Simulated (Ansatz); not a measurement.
Geometry optimisation, RKS r2SCAN-D4/def2-SVP in Ansatz 0.2.0.

Input file:

```yaml
crystal:
  periodic: [false, false, false]
  atoms:
    - { symbol: Al, position_ang: [-0.016663, 0.464079, -0.492686] }
    - { symbol: "N", position_ang: [-0.06774, 0.109525, 2.581814] }
    - { symbol: H, position_ang: [-0.814088, -0.308247, 3.131679] }
    - { symbol: H, position_ang: [0.803075, -0.042374, 3.085242] }
    - { symbol: O, position_ang: [1.55963, -0.004986, -0.925953] }
    - { symbol: H, position_ang: [1.798778, -0.85839, -1.298581] }
    - { symbol: H, position_ang: [-1.326192, -0.325013, -0.865911] }
    - { symbol: Br, position_ang: [-0.183831, 2.697467, 0.30174] }
    - { symbol: H, position_ang: [-0.228869, 1.134738, 2.570457] }
basis:
  gaussian: { orbitals: def2-SVP }
hamiltonian:
  xc: r2scan
  dispersion: d4
relax:
  f_tol: 0.03
  max_steps: 50
```

Launched with:

```bash
$ ansatz run input.yaml --threads 4 --pin off --max-ram 5120MiB --backend cpu --events-out ev --progress --plain --runs-dir out
```

Q: Where does it end, and by what steps?

A: It converged. After 12 steps the energy has fallen by 1.160 eV; O5 moved furthest, 0.86 Å. Joined: Al1–N2 (3.10 → 2.03 Å).

```
step  energy less start (eV)  largest force component (eV/Å)  accepted
   0                  0.0000                           1.072       yes
   1                 -0.2671                           0.635       yes
   2                 -0.5744                           0.752       yes
   3                 -0.8920                           0.754       yes
   4                 -1.0402                           1.084       yes
   5                 -1.0915                           0.437       yes
   6                 -1.1052                           1.255       yes
   7                 -1.1313                           0.825       yes
   8                 -1.1531                           0.193       yes
   9                 -1.1582                           0.044       yes
  10                 -1.1579                           0.347        no
  11                 -1.1584                           0.057       yes
  12                 -1.1595                           0.014       yes
```

```xyz
9
Properties=species:S:1:pos:R:3
Al -0.138 0.433 0.099
N -0.033 0.204 2.109
H -0.750 -0.390 2.531
H 0.881 -0.230 2.271
O 1.404 -0.320 -0.136
H 1.864 -0.385 -0.977
H -1.470 -0.299 -0.363
Br -0.187 2.746 -0.034
H -0.045 1.108 2.588
```

Whether the end is a true minimum wasn't checked by a vibrational analysis.

Time of the run: 22 s on 4 threads of AMD EPYC 7B13 (Zen 3) (shared host), peak memory 0.19 GiB.
